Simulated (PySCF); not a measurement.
Species: CH8SSi2.
SMILES with atom numbers: `[CH3:1][SiH2:2][S:3][SiH3:4]` (hydrogens: H5, H6, H7 on C1; H8, H9 on Si2; H10, H11, H12 on Si4)

Computed by this run: PBE0-D3(BJ)/def2-SVP geometry optimisation, gas phase in PySCF 2.14.0; density fitting, grid level 1; the optimiser is geomeTRIC in internal coordinates, started from a GFN2-xTB structure with every atom displaced at random (about 0.01 Å).

Step 0: E = -27738.6043 eV
```
atom  x, y, z in Å  |  force x, y, z in eV/Å
C1     -2.1834    0.3483    0.2996   -0.171   1.404   0.128
Si2    -0.4805    0.4701    1.0458    0.256   0.409  -0.687
S3      0.8589    0.7493   -0.6164    0.408   0.064  -0.141
Si4     2.8376    0.8609    0.3141   -2.080  -0.254   0.194
H5     -2.4519    1.2755   -0.2576    0.269  -0.245   0.278
H6     -2.2839   -0.4501   -0.4046    0.066  -0.985  -0.630
H7     -2.9439    0.2294    1.0693   -0.280  -0.135   0.373
H8     -0.0747   -0.7505    1.7304    0.062  -0.604   0.478
H9     -0.3222    1.6236    1.9642   -0.131   0.131   0.228
H10     3.0422   -0.3921    1.0442    0.354  -0.420   0.269
H11     2.8053    1.9837    1.2505    0.275   0.462   0.375
H12     3.7105    1.0442   -0.7987    0.972   0.172  -0.865
```

Step 1: E = -27738.7726 eV
```
atom  x, y, z in Å  |  force x, y, z in eV/Å
C1     -2.1830    0.3797    0.3159   -0.047  -0.205  -0.245
Si2    -0.4316    0.4465    0.9646   -0.240   0.013   0.152
S3      0.8699    0.7104   -0.7366    0.000   0.003   0.208
Si4     2.7337    0.8662    0.3249    0.146  -0.001  -0.296
H5     -2.4347    1.3142   -0.2038    0.011   0.066  -0.050
H6     -2.3046   -0.4542   -0.4003    0.017   0.130   0.114
H7     -2.9094    0.2413    1.1295    0.029  -0.028   0.091
H8     -0.0882   -0.8005    1.7192    0.061   0.000  -0.085
H9     -0.3032    1.5850    1.9286    0.119   0.025  -0.061
H10     3.0332   -0.3726    1.0978   -0.037  -0.037   0.059
H11     2.7706    2.0374    1.2465   -0.060   0.027   0.037
H12     3.7614    1.0387   -0.7455    0.002   0.007   0.075
```

**Question.** Estimate the geometry and energy of step 2. (The exact step hangs on the optimiser's Hessian estimate; all steps are aligned on step 1, rigid shifts and turns removed.)

**Answer.** E = -27738.7839 eV, largest force 0.097 eV/Å
```
atom  x, y, z in Å  |  force x, y, z in eV/Å
C1     -2.1909    0.3783    0.3128   -0.022  -0.006  -0.063
Si2    -0.4419    0.4478    0.9707   -0.069   0.009   0.068
S3      0.8652    0.7106   -0.7241    0.035   0.007   0.027
Si4     2.7398    0.8655    0.3166    0.015  -0.008  -0.085
H5     -2.4422    1.3154   -0.2076    0.011  -0.010   0.012
H6     -2.3106   -0.4528   -0.3996    0.017   0.011   0.024
H7     -2.9098    0.2359    1.1344    0.016  -0.001   0.019
H8     -0.0790   -0.8034    1.7056    0.000  -0.011  -0.024
H9     -0.2761    1.5892    1.9247    0.020   0.005  -0.023
H10     3.0237   -0.3713    1.1043   -0.007   0.001   0.015
H11     2.7559    2.0379    1.2411   -0.012   0.003   0.010
H12     3.7800    1.0391   -0.7379   -0.005   0.000   0.021
```

The energy changes by -0.0113 eV. The first-order estimate −F·Δx gives -0.0190 eV and the mean of the old and new forces, exact on a quadratic surface, -0.0114 eV. The step makes an angle of 55° with the force vector and moves no atom by more than 0.028 Å.

What follows is the cost of the whole optimisation. The run took 30 s of wall time on Arm Neoverse N1, one thread, no GPU (shared host), and the process peaked at 0.44 GiB of memory.
